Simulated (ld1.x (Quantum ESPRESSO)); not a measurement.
## Pseudopotential generation for F (Z = 9): PAW, LDA (PZ), scalar-relativistic.

Input for ld1.x (Quantum ESPRESSO) 7.5:

```
&input
   title='F', zed=9., rel=1, dft='PZ', iswitch=3,
   config='[He] 2s2 2p4',
   nld=2, rlderiv=1.15, eminld=-5.0, emaxld=5.0, deld=0.02
 /
 &inputp
   pseudotype=3, lpaw=.true., tm=.true., lloc=-1, rcloc=0.55,
   nlcc=.true., new_core_ps=.true.,
   which_augfun='PSQ', rmatch_augfun_nc=.true.,
   file_pseudopw='F.UPF', file_wfcaegen='ae.wfc', file_wfcncgen='nc.wfc', file_beta='beta', file_chi='chi', file_wfcusgen='us.wfc'
 /
4
2S  1  0   2.00   0.00  0.60  0.70  0.0
2S  1  0   0.00  -0.30  0.60  0.70  0.0
2P  2  1   4.00   0.00  0.90  1.05  0.0
2P  2  1   0.00  -1.55  0.90  1.05  0.0
 &test
   configts(1)='2s2 2p4'
 /
```

Command:

```bash
ld1.x < F.in > F.out
```

Output (shortened: banner, matrices, multipoles, cross overlaps and the repeated all-electron block are left out):

```
Program LD1 v.7.5
     --------------------------- All-electron run ----------------------------

     F
     scalar relativistic calculation

     atomic number is  9.00
     dft =PZ   lsd =0 sic =0 latt =0  beta=0.20 tr2=1.0E-14
     Exchange-correlation= PZ
                           (   1   1   0   0   0   0   0)
     mesh =1105 r(mesh) =  99.76081 a.u. xmin = -7.00 dx = 0.01250
     1 Ry =  13.60569312 eV, c = 137.03599908

     n l     nl                  e(Ry)          e(Ha)          e(eV)
     1 0     1S 1( 2.00)       -49.9557       -24.9778      -679.6818
     2 0     2S 1( 2.00)        -3.4597        -1.7298       -47.0711
     2 1     2P 1( 4.00)        -2.0914        -1.0457       -28.4550

     final scf error:  9.4E-15 reached in  21 iterations

     Etot =    -196.936241 Ry,     -98.468121 Ha,   -2679.454061 eV

     Ekin =     196.500918 Ry,      98.250459 Ha,    2673.531195 eV
     Encl =    -462.765269 Ry,    -231.382634 Ha,   -6296.242235 eV
     Eh   =      87.557802 Ry,      43.778901 Ha,    1191.284586 eV
     Exc  =     -18.229693 Ry,      -9.114846 Ha,    -248.027607 eV

     normalization and overlap integrals

     s(1S/1S) =  1.000000  <r> =   0.1772  <r2> =    0.0424  r(max) =   0.1154
     s(2S/2S) =  1.000000  <r> =   0.9670  <r2> =    1.1275  r(max) =   0.7522
     s(2P/2P) =  1.000000  <r> =   0.9828  <r2> =    1.2432  r(max) =   0.6806

     ------------------------ End of All-electron run ------------------------

     --------------------- Generating PAW atomic setup --------------------

      Generating local potential from pseudized AE potential:
      Matching radius rcloc =   0.5500

      Local pseudo, rcloc= 0.550 Estimated cut-off energy=    77.50 Ry

      Computing core charge for nlcc:

       r > 0.29 : true rho core
      Core charge pseudized with two Bessel functions
      Integrated core pseudo-charge :   1.44
      Wfc-us  2S rcutus= 0.707  Estimated cut-off energy=    87.59 Ry
      Wfc-us  2S rcutus= 0.707  Estimated cut-off energy=    92.90 Ry
      Wfc-us  2P rcutus= 1.054  Estimated cut-off energy=    70.02 Ry
      Wfc-us  2P rcutus= 1.054  Estimated cut-off energy=    72.17 Ry

     Required augmentation: PSQ   radius:    1.050000

     Q pseudized with Bessel functions
     Expected ecutrho=     531.0807 due to l1=  0   l2=  1

     Estimated PAW energy =  -56.485760 Ryd

     ------------------- End of pseudopotential generation -------------------

     Computing logarithmic derivative in   1.14344
     Computing logarithmic derivative in   1.14344
     Computing the partial wave expansion
     R is outside the sphere for l=    0 j= 0.00
     R is outside the sphere for l=    0 j= 0.00
     R is outside the sphere for l=    1 j= 0.00
     R is outside the sphere for l=    1 j= 0.00

     ---------------------- Testing the pseudopotential ----------------------

     F
     scalar relativistic calculation

     atomic number is  9.00   valence charge is  7.00
     dft = SLA  PZ   NOGX NOGC   lsd =0 sic =0 latt =0  beta=0.20 tr2=1.0E-14
     mesh =1105 r(mesh) =  99.76081 xmin = -7.00 dx = 0.01250

     n l     nl             e AE (Ry)        e PS (Ry)    De AE-PS (Ry)
     1 0     2S   1( 2.00)       -3.45966       -3.45973        0.00007
     2 1     2P   1( 4.00)       -2.09141       -2.09142        0.00002

     eps = 4.9E-17  iter =  6

     Etot =    -196.936241 Ry,     -98.468121 Ha,   -2679.454061 eV
     Etotps =   -56.485948 Ry,     -28.242974 Ha,    -768.530476 eV

     Ekin =      49.028442 Ry,      24.514221 Ha,     667.065941 eV
     Encl =    -121.139942 Ry,     -60.569971 Ha,   -1648.192877 eV
     Ehrt =      33.855233 Ry,      16.927617 Ha,     460.623913 eV
     Ecxc =     -18.229682 Ry,      -9.114841 Ha,    -248.027453 eV
     (Ecc =      -5.048550 Ry,      -2.524275 Ha,     -68.689020 eV)

     ---------------------- End of pseudopotential test ----------------------
```

Generation and configuration tests took about 1.2 s on one core of a shared server CPU.

Transferability test of the new file with ld1.x, input:

```
&input
   title='F', zed=9., rel=1, dft='PZ', iswitch=2,
   config='[He] 2s2 2p4'
 /
 &test
   file_pseudo='F.UPF', nconf=10,
   configts(1)='2s2 2p4',
   configts(2)='2s2 2p5',
   configts(3)='2s2 2p3',
   configts(4)='2s2 2p2',
   configts(5)='2s2 2p5.3',
   configts(6)='2s1 2p5',
   configts(7)='2s2 2p1',
   configts(8)='2s1 2p6',
   configts(9)='2s2 2p4', lsdts(9)=1,
   configts(10)='2s2 2p5', lsdts(10)=1
 /
```

```bash
ld1.x < F.test.in > F.test.out
```

Pseudopotential blocks of its output, shortened (energy terms left out):

```
     ---------------------- Testing the pseudopotential ----------------------

     n l     nl             e AE (Ry)        e PS (Ry)    De AE-PS (Ry)
     1 0     2S   1( 2.00)       -3.45966       -3.45973        0.00007
     2 1     2P   1( 4.00)       -2.09141       -2.09142        0.00002

     eps = 4.9E-17  iter =  6

     Etot =    -196.936241 Ry,     -98.468121 Ha,   -2679.454061 eV
     Etotps =   -56.485948 Ry,     -28.242974 Ha,    -768.530476 eV

     ---------------------- End of pseudopotential test ----------------------

          ---------------------- Testing the pseudopotential ----------------------

     n l     nl             e AE (Ry)        e PS (Ry)    De AE-PS (Ry)
     1 0     2S   1( 2.00)       -2.17900       -2.17933        0.00033
     2 1     2P   1( 5.00)       -0.83014       -0.83079        0.00065

     eps = 8.7E-15  iter = 14

     Etot =    -198.373517 Ry,     -99.186759 Ha,   -2699.009202 eV
     Etotps =   -57.923539 Ry,     -28.961770 Ha,    -788.089897 eV
     dEtot_ae =      -1.437276 Ry
     dEtot_ps =      -1.437591 Ry,   Delta E=       0.000315 Ry

     ---------------------- End of pseudopotential test ----------------------

          ---------------------- Testing the pseudopotential ----------------------

     n l     nl             e AE (Ry)        e PS (Ry)    De AE-PS (Ry)
     1 0     2S   1( 2.00)       -4.96896       -4.96968        0.00072
     2 1     2P   1( 3.00)       -3.60977       -3.61035        0.00059

     eps = 8.6E-15  iter = 11

     Etot =    -194.105637 Ry,     -97.052818 Ha,   -2640.941730 eV
     Etotps =   -53.655065 Ry,     -26.827533 Ha,    -730.014355 eV
     dEtot_ae =       2.830604 Ry
     dEtot_ps =       2.830883 Ry,   Delta E=      -0.000279 Ry

     ---------------------- End of pseudopotential test ----------------------

          ---------------------- Testing the pseudopotential ----------------------

     n l     nl             e AE (Ry)        e PS (Ry)    De AE-PS (Ry)
     1 0     2S   1( 2.00)       -6.67045       -6.67223        0.00178
     2 1     2P   1( 2.00)       -5.35372       -5.35482        0.00110

     eps = 5.4E-15  iter =  8

     Etot =    -189.641922 Ry,     -94.820961 Ha,   -2580.209791 eV
     Etotps =   -49.190220 Ry,     -24.595110 Ha,    -669.267033 eV
     dEtot_ae =       7.294319 Ry
     dEtot_ps =       7.295729 Ry,   Delta E=      -0.001409 Ry

     ---------------------- End of pseudopotential test ----------------------

          ---------------------- Testing the pseudopotential ----------------------

     n l     nl             e AE (Ry)        e PS (Ry)    De AE-PS (Ry)
     1 0     2S   1( 2.00)       -1.84968       -1.85004        0.00035
     2 1     2P   1( 5.30)       -0.51076       -0.51159        0.00083

     eps = 8.6E-15  iter = 13

     Etot =    -198.573859 Ry,     -99.286929 Ha,   -2701.734987 eV
     Etotps =   -58.124107 Ry,     -29.062054 Ha,    -790.818763 eV
     dEtot_ae =      -1.637618 Ry
     dEtot_ps =      -1.638159 Ry,   Delta E=       0.000541 Ry

     ---------------------- End of pseudopotential test ----------------------

          ---------------------- Testing the pseudopotential ----------------------

     n l     nl             e AE (Ry)        e PS (Ry)    De AE-PS (Ry)
     1 0     2S   1( 1.00)       -3.47262       -3.47287        0.00025
     2 1     2P   1( 5.00)       -2.09859       -2.09886        0.00027

     eps = 1.9E-15  iter = 13

     Etot =    -195.565088 Ry,     -97.782544 Ha,   -2660.798571 eV
     Etotps =   -55.114753 Ry,     -27.557376 Ha,    -749.874409 eV
     dEtot_ae =       1.371153 Ry
     dEtot_ps =       1.371196 Ry,   Delta E=      -0.000042 Ry

     ---------------------- End of pseudopotential test ----------------------

          ---------------------- Testing the pseudopotential ----------------------

     n l     nl             e AE (Ry)        e PS (Ry)    De AE-PS (Ry)
     1 0     2S   1( 2.00)       -8.53979       -8.54147        0.00168
     2 1     2P   1( 1.00)       -7.30089       -7.30065       -0.00025

     eps = 7.2E-16  iter = 11

     Etot =    -183.330830 Ry,     -91.665415 Ha,   -2494.343010 eV
     Etotps =   -42.878422 Ry,     -21.439211 Ha,    -583.390656 eV
     dEtot_ae =      13.605411 Ry
     dEtot_ps =      13.607526 Ry,   Delta E=      -0.002114 Ry

     ---------------------- End of pseudopotential test ----------------------

          ---------------------- Testing the pseudopotential ----------------------

     n l     nl             e AE (Ry)        e PS (Ry)    De AE-PS (Ry)
     1 0     2S   1( 1.00)       -2.21457       -2.21528        0.00070
     2 1     2P   1( 6.00)       -0.86013       -0.86139        0.00126

     eps = 2.4E-15  iter = 17

     Etot =    -197.021864 Ry,     -98.510932 Ha,   -2680.619019 eV
     Etotps =   -56.572281 Ry,     -28.286141 Ha,    -769.705100 eV
     dEtot_ae =      -0.085623 Ry
     dEtot_ps =      -0.086333 Ry,   Delta E=       0.000710 Ry

     ---------------------- End of pseudopotential test ----------------------

          ---------------------- Testing the pseudopotential ----------------------

     n l     nl             e AE (Ry)        e PS (Ry)    De AE-PS (Ry)
     1 0     2S   1( 1.00)       -3.56643       -3.56651        0.00009
     2 1     2P   1( 3.00)       -2.20098       -2.20088       -0.00010
     1 0     2S   2( 1.00)       -3.30103       -3.30117        0.00014
     2 1     2P   2( 1.00)       -1.92997       -1.93008        0.00011

     eps = 2.6E-15  iter = 29

     Etot =    -197.070933 Ry,     -98.535467 Ha,   -2681.286638 eV
     Etotps =   -56.620540 Ry,     -28.310270 Ha,    -770.361688 eV
     dEtot_ae =      -0.134692 Ry
     dEtot_ps =      -0.134592 Ry,   Delta E=      -0.000100 Ry

     ---------------------- End of pseudopotential test ----------------------

          ---------------------- Testing the pseudopotential ----------------------

     n l     nl             e AE (Ry)        e PS (Ry)    De AE-PS (Ry)
     1 0     2S   1( 1.00)       -2.23112       -2.23142        0.00030
     2 1     2P   1( 3.00)       -0.88094       -0.88153        0.00059
     1 0     2S   2( 1.00)       -2.11613       -2.11653        0.00039
     2 1     2P   2( 2.00)       -0.76941       -0.77012        0.00071

     eps = 4.4E-15  iter = 25

     Etot =    -198.401386 Ry,     -99.200693 Ha,   -2699.388377 eV
     Etotps =   -57.951381 Ry,     -28.975690 Ha,    -788.468699 eV
     dEtot_ae =      -1.465145 Ry
     dEtot_ps =      -1.465432 Ry,   Delta E=       0.000287 Ry

     ---------------------- End of pseudopotential test ----------------------
```
